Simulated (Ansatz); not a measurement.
One change: `C[Si]1(Cl)CS1` becomes `Cl[SiH]1CS1`.

Ansatz, PBE0-D4/def2-TZVP geometries, multiplicity 1. 

| property | `C[Si]1(Cl)CS1` |
| --- | --- |
| HOMO energy (PBE/def2-TZVPP) / eV | -5.86 |
| LUMO energy (PBE/def2-TZVPP) / eV | -0.98 |
| size of the dipole moment (ωB97M-V/def2-TZVPP) / D | 2.32 |
| HOMO energy (B3LYP/def2-TZVPP) / eV | -6.81 |
| LUMO energy (PBE0/def2-TZVPP) / eV | -0.02 |
| HOMO–LUMO gap (PBE0/def2-TZVPP) / eV | 7.06 |

(1) Give the same properties after the change, and the shifts. (Estimate.)

Answers

(1) Computed: 
| property | `Cl[SiH]1CS1` | shift |
| --- | --- | --- |
| HOMO energy (PBE/def2-TZVPP) / eV | -6.10 | -0.24 |
| LUMO energy (PBE/def2-TZVPP) / eV | -1.27 | -0.29 |
| size of the dipole moment (ωB97M-V/def2-TZVPP) / D | 1.52 | -0.80 |
| HOMO energy (B3LYP/def2-TZVPP) / eV | -7.04 | -0.23 |
| LUMO energy (PBE0/def2-TZVPP) / eV | -0.34 | -0.32 |
| HOMO–LUMO gap (PBE0/def2-TZVPP) / eV | 6.97 | -0.09 |

With PBE0 the HOMO falls by 0.24 eV and the LUMO falls by 0.32 eV, so the gap narrows by about 0.08 eV. PBE moves the HOMO by -0.24 eV and ωB97M-V by -0.23 eV. Dipoles are sizes alone; their direction can turn.

B3LYP here is the variant with VWN-RPA as its local correlation; programs differ in this.
